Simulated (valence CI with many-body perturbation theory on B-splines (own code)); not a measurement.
# Cs50+: electric-dipole lines

Calculated by valence CI with perturbative core correlation (CI+MBPT): three valence electrons over a frozen Dirac-Fock core [He], radial functions for each j: 11 s, 11 p, 10 d, 8 f, 5 g, 2 h, with the one-electron correlation potential Σ1 (screened to all orders), the two-electron term Σ2, the three-electron term Σ3, Breit, model QED; selected single and double excitations, second order for the rest, scaled by the run's own slope (own B-spline code, finite nucleus).

No measured spectrum was set against this ion. As an estimate, large intervals hold to a few tenths of a per cent, small ones and those within an open d or f shell to about a per cent.

Lines 1 to 50 of 504 in falling wavelength, among levels below 575.09 Ry, chosen from the strongest by gf and those to the six lowest levels. Wavelengths and rates use the calculated energies. Electric multipoles are in the length gauge with retardation, E1 and E2 with the static RPA response of the core. Weak lines are less certain than strong ones. Lines between different terms over intervals too small for the method are left out, as are lines whose strength nearly cancels. The highest levels of a list are the least certain.

Levels are named by their leading jj configuration (3d3/2^4 stands for four electrons in 3d with j = 3/2), which in mixed levels can hold well under half, so a name can repeat and another be missing. Letters in brackets count levels of one name in rising energy.

```tsv
λ vac (nm)	Upper	Lower	A (s⁻¹)	S (a.u.)
97.58	(2p1/2^2 4f7/2) J=7/2	(2p1/2^2 4d5/2) J=5/2	9.07e+07	3.33e-01
91.62	(2s 2p1/2 4f7/2) J=7/2 [b]	(2s 2p1/2 4d5/2) J=5/2 [b]	9.94e+07	3.02e-01
81.03	(2s 2p1/2 4f7/2) J=7/2 [a]	(2s 2p1/2 4d5/2) J=5/2 [a]	1.47e+08	3.08e-01
80.17	(2s 2p1/2 4f7/2) J=9/2	(2s 2p1/2 4d5/2) J=7/2	1.62e+08	4.12e-01
74.97	(2s^2 4f7/2) J=7/2	(2s^2 4d5/2) J=5/2	1.98e+08	3.29e-01
56.49	(2s 2p1/2 4f5/2) J=5/2 [b]	(2s 2p1/2 4d3/2) J=3/2 [b]	3.45e+08	1.84e-01
53.92	(2p1/2^2 4f5/2) J=5/2	(2p1/2^2 4d3/2) J=3/2	5.03e+08	2.34e-01
51.88	(2s^2 4f5/2) J=5/2	(2s^2 4d3/2) J=3/2	5.55e+08	2.29e-01
51.08	(2s 2p1/2 4f5/2) J=5/2 [a]	(2s 2p1/2 4d3/2) J=3/2 [a]	5.73e+08	2.26e-01
50.10	(2s 2p1/2 4f5/2) J=7/2	(2s 2p1/2 4d3/2) J=5/2	5.64e+08	2.80e-01
49.62	(2s 2p3/2 4p1/2) J=3/2	(2s 2p3/2 4s) J=5/2	8.07e+08	1.95e-01
47.09	(2s 2p3/2 4p1/2) J=5/2	(2s 2p3/2 4s) J=5/2	6.27e+08	1.94e-01
41.41	(2s 2p1/2 4d5/2) J=7/2	(2s 2p1/2 4p3/2) J=5/2	1.85e+09	5.18e-01
41.08	(2s 2p1/2 4d5/2) J=5/2 [a]	(2s 2p1/2 4p3/2) J=3/2 [a]	1.72e+09	3.53e-01
40.68	(2p1/2^2 4d5/2) J=5/2	(2p1/2^2 4p3/2) J=3/2	2.00e+09	3.99e-01
39.43	(2s^2 4d5/2) J=5/2	(2s^2 4p3/2) J=3/2	2.10e+09	3.81e-01
38.99	(2s 2p1/2 4d5/2) J=5/2 [b]	(2s 2p1/2 4p3/2) J=3/2 [b]	1.93e+09	3.39e-01
37.50	(2s 2p1/2 4d5/2) J=3/2	(2s 2p1/2 4p3/2) J=1/2	1.94e+09	2.01e-01
20.35	(2s 2p1/2 4d3/2) J=3/2 [b]	(2s 2p1/2 4p1/2) J=1/2 [b]	6.88e+09	1.15e-01
20.05	(2s 2p1/2 4d3/2) J=1/2	(2s 2p1/2 4p1/2) J=1/2 [b]	1.15e+10	9.19e-02
19.39	(2p1/2^2 4d3/2) J=3/2	(2p1/2^2 4p1/2) J=1/2	1.53e+10	2.20e-01
19.25	(2s 2p1/2 4d3/2) J=3/2 [a]	(2s 2p1/2 4p1/2) J=1/2 [a]	1.50e+10	2.11e-01
19.18	(2s^2 4d3/2) J=3/2	(2s^2 4p1/2) J=1/2	1.50e+10	2.09e-01
19.06	(2s 2p1/2 4d3/2) J=5/2	(2s 2p1/2 4p1/2) J=3/2	1.38e+10	2.83e-01
18.65	(2s 2p1/2 4p3/2) J=1/2	(2s 2p1/2 4s) J=1/2 [b]	1.72e+10	1.10e-01
18.37	(2s 2p1/2 4p3/2) J=3/2 [b]	(2s 2p1/2 4s) J=1/2 [b]	1.21e+10	1.48e-01
18.09	(2s 2p1/2 4d3/2) J=3/2 [b]	(2s 2p1/2 4p1/2) J=3/2	8.17e+09	9.54e-02
17.82	(2p1/2^2 4p3/2) J=3/2	(2p1/2^2 4s) J=1/2	2.39e+10	2.67e-01
17.68	(2s 2p3/2 3d5/2) J=7/2 [b]	(2s 2p3/2 3p3/2) J=5/2 [b]	3.78e+09	8.25e-02
17.55	(2s 2p3/2 3d5/2) J=9/2	(2s 2p3/2 3p3/2) J=7/2	5.45e+09	1.45e-01
17.54	(2s^2 4p3/2) J=3/2	(2s^2 4s) J=1/2	2.33e+10	2.49e-01
17.49	(2s 2p1/2 4p3/2) J=3/2 [a]	(2s 2p1/2 4s) J=1/2 [a]	2.39e+10	2.53e-01
17.38	(2s 2p3/2 3d5/2) J=5/2 [b]	(2s 2p3/2 3p3/2) J=3/2 [b]	3.79e+09	5.89e-02
17.37	(2p1/2 2p3/2 3d5/2) J=9/2	(2p1/2 2p3/2 3p3/2) J=7/2	6.47e+09	1.67e-01
17.35	(2s 2p1/2 4p3/2) J=5/2	(2s 2p1/2 4s) J=3/2	2.53e+10	3.91e-01
17.31	(2p3/2^2 3d5/2) J=7/2	(2p3/2^2 3p3/2) J=5/2	4.85e+09	9.93e-02
17.16	(2p1/2 2p3/2 3d5/2) J=7/2 [a]	(2p1/2 2p3/2 3p3/2) J=5/2 [a]	6.04e+09	1.21e-01
17.12	(2p3/2^2 3d5/2) J=9/2	(2p3/2^2 3p3/2) J=7/2	6.27e+09	1.55e-01
17.11	(2s 2p1/2 4p3/2) J=3/2 [b]	(2s 2p1/2 4s) J=3/2	1.06e+10	1.05e-01
17.09	(2s 2p1/2 3d5/2) J=7/2	(2s 2p1/2 3p3/2) J=5/2	6.07e+09	1.20e-01
17.00	(2p1/2 2p3/2 3d5/2) J=7/2 [b]	(2p1/2 2p3/2 3p3/2) J=5/2 [b]	5.66e+09	1.10e-01
16.92	(2s^2 3d5/2) J=5/2	(2s^2 3p3/2) J=3/2	4.76e+09	6.83e-02
16.72	(2p3/2^2 3d5/2) J=5/2 [b]	(2p3/2^2 3p3/2) J=3/2 [b]	6.48e+09	8.96e-02
16.72	(2p1/2^2 3d5/2) J=5/2	(2p1/2^2 3p3/2) J=3/2	6.54e+09	9.05e-02
16.40	(2s 2p1/2 3d5/2) J=5/2 [a]	(2s 2p1/2 3p3/2) J=3/2 [a]	6.15e+09	8.04e-02
16.15	(2p1/2 2p3/2 3d5/2) J=5/2 [b]	(2p1/2 2p3/2 3p3/2) J=3/2 [b]	4.74e+09	5.92e-02
15.66	(2p1/2 2p3/2 3d5/2) J=5/2 [a]	(2p1/2 2p3/2 3p3/2) J=3/2 [a]	5.52e+09	6.28e-02
15.45	(2s 2p1/2 3d5/2) J=5/2 [b]	(2s 2p1/2 3p3/2) J=3/2 [b]	6.95e+09	7.60e-02
14.83	(2s 2p3/2 3d5/2) J=7/2 [a]	(2s 2p3/2 3p3/2) J=5/2 [a]	5.81e+09	7.48e-02
9.926	(2p1/2 2p3/2 3p3/2) J=7/2	(2s 2p3/2 3p3/2) J=5/2 [b]	1.95e+10	7.53e-02
```
